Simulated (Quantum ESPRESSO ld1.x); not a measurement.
The numbers below are computed, except where a source is named.
Task: The mean radii <r> (bohr) of the occupied orbitals of an atom or ion are listed with their occupations. Level of theory: Dirac Kohn-Sham, PBEsol, spin-unpolarised, spherical densities, point nucleus (ld1.x of Quantum ESPRESSO 7.5).

orbital  occ.      <r>
1s1/2       2  0.03429
2s1/2       2   0.1493
2p1/2       2   0.1271
2p3/2       4   0.1318
3s1/2       2   0.4152
3p1/2       2   0.4090
3p3/2       4   0.4196
3d3/2       4   0.3965
3d5/2       6   0.4000
4s1/2       2    1.034
4p1/2       2    1.108
4p3/2       4    1.132
4d3/2       2    1.368

Name the element and its charge. Open shells, if any, fill j = l - 1/2 first.

Result: Z = 43, technetium, charge +5: Tc5+ in [Kr] 4d2. The 1s radius gives Z: for a bare nucleus <r> = (2 gamma + 1)/(2Z) with gamma = sqrt(1 - (Z/c)^2), 0.03371 bohr for Z = 43, and screening makes it slightly larger (0.03429 here). The occupations add up to 38, and the charge is Z minus that.
